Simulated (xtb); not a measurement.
Input file for xtb: GFN1-xTB on SeH, 2S+1 = 2, a spin state set in the input, which need not be the lowest, a point of a bond scan (R = 1.477 Å).

```
$ xtb mol.xyz --gfn 1 --sp --chrg 0 --uhf 1
2

H      0.00000000     0.00000000     0.00000000
Se     0.00000000     0.00000000     1.47657100
```

Question: What total energy does the run end on?

Answer: -3.8209 hartree.
